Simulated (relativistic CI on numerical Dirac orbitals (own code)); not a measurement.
# Ar15+: what numerical and physical settings do to a radial Dirac CI calculation

Reference input:

```
atom Ar  Z=18  charge=15  electrons=3
nucleus A=40  rms_radius_fm=3.4274
hamiltonian dirac-coulomb  breit=on  qed=on  c_scale=1
orbitals kli  potential=per-configuration
slater_scale 1
correlation none
mixing on
grid step=0.0125 r_max=6.5
scf mixing=0.4 start=green max_iterations=150 tolerance=2e-08 node_fill=0.05
configurations
  [He] 2s
end
```

Computed lowest total energy -347.78867 Ha, 7 SCF steps. Runs with settings changed; * marks those that are bad on purpose:

```tsv
Changed	Outcome	Lowest level	ΔE (Ha)	First excitation (cm⁻¹)	SCF steps	Message
grid step 0.008, QED terms off, nuclear radius 3.7701 fm	converged	2s ²S1/2	-0.0846		7	
Slater scale 0.5, Breit term off	converged	2s ²S1/2	-0.0802		7	
Slater scale 0.5, nuclear radius 4.4556 fm	converged	2s ²S1/2	0.000436		7	
SCF tolerance 1e-06, node fill of the KLI weights 0	converged	2s ²S1/2	0.000142		6	
end of the grid at 0.2 bohr *	not converged				1	SCF of 1s2 2s stopped: an orbital could not be found
configuration list: repeat *	refused				0	a configuration is listed twice
```
